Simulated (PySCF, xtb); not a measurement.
1,1,1,3,3,3-hexafluoropropan-2-yl 2-fluoroprop-2-enoate (C6H3F7O2), SMILES C=C(F)C(=O)OC(C(F)(F)F)C(F)(F)F.

GFN2-xTB (xtb) at its own geometry gives an orbital gap of 3.79 eV and a dipole moment of 3.84 D.

Coordinates come from a PBE-D3(BJ)/def2-SVP optimisation. One conformer was computed; it need not be the lowest.

Q: What does PySCF with M06-2X/def2-SVP give? (Estimate from the structure and the level; the computed values follow.)

A: gap 8.50 eV (levels -9.76 and -1.26 eV), dipole 2.59 D.
